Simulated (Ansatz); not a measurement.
Consider the redistribution: `[F][Ti]([F])([F])[Cl]` + `[NH2][SnH2][SiH2]O` → `[NH2][Ti]([F])([F])[F]` + `O[SiH2][SnH2][Cl]`.

Calculated with Ansatz (gas phase, PBE0-D4/def2-TZVP geometries, no zero-point term in ΔE). CBS: MP2 limit from def2 TZ/QZ plus the TZ coupled-cluster correction, frozen cores. DFT in def2-TZVPP. Elements past krypton have def2 core potentials. For Sn, Ti outer-core shells are correlated without core-valence functions, which leaves a few kJ/mol of doubt a bond. Scalar relativity is left out up to krypton. Each species was taken in one conformer, which may not be the lowest.

`[F][Ti]([F])([F])[Cl]`:

```xyz
5

F     0.371    0.885   -1.483
Ti   -0.020    0.081    0.005
F     0.864    0.820    1.304
F    -1.722    0.238    0.310
Cl    0.508   -2.024   -0.137
```

`[NH2][SnH2][SiH2]O`:

Cartesian coordinates in Å:
```
N 0.157 -0.659 1.505
Sn -0.821 -0.900 -0.315
Si 0.364 1.191 -1.234
O 1.235 1.551 0.107
H 0.740 -1.450 1.749
H -0.478 -0.512 2.280
H -0.406 -2.450 -0.908
H -2.501 -0.864 0.004
H -0.575 2.283 -1.606
H 1.230 0.909 -2.409
H 1.056 0.902 0.828
```

`[NH2][Ti]([F])([F])[F]`:

Cartesian coordinates in Å:
```
N -0.904 -0.548 0.409
Ti 0.561 0.351 -0.284
F 0.031 1.963 -0.719
F 1.825 0.487 0.934
F 1.182 -0.598 -1.619
H -1.017 -1.553 0.397
H -1.678 -0.101 0.881
```

`O[SiH2][SnH2][Cl]`:

Cartesian coordinates in Å:
```
O -0.366 -0.571 1.905
Si -0.314 -1.195 0.389
Sn 0.447 0.764 -1.103
Cl 0.021 2.467 0.496
H -0.406 0.391 1.965
H 0.647 -2.324 0.355
H -1.642 -1.677 -0.075
H 2.103 0.938 -1.475
H -0.489 1.206 -2.458
```

```csv
species,r2SCAN energy (Eh)
`[F][Ti]([F])([F])[Cl]`,-1609.48328
`[NH2][SnH2][SiH2]O`,-638.07351
`[NH2][Ti]([F])([F])[F]`,-1205.21503
`O[SiH2][SnH2][Cl]`,-1042.35007
```

(1) Work out ΔE.

Largest T1 diagnostic among the species: 0.024, so the coupled-cluster value is less sure than usual.

Answers

(1) ΔE = (-1205.21503) + (-1042.35007) − (-1609.48328) − (-638.07351) = -0.00831 Eh = -5.2 kcal/mol. CCSD(T)/CBS gives -7.2 kcal/mol.

From PBE to PBE0 (25 % exact exchange), in def2-TZVPP and without D4, ΔE moves by −1.9 kcal/mol. In def2-TZVPP, CCSD(T) changes the Hartree–Fock value by +7.4 kcal/mol (the triples alone add +2.0 kcal/mol) and MP2 by +8.1 kcal/mol.
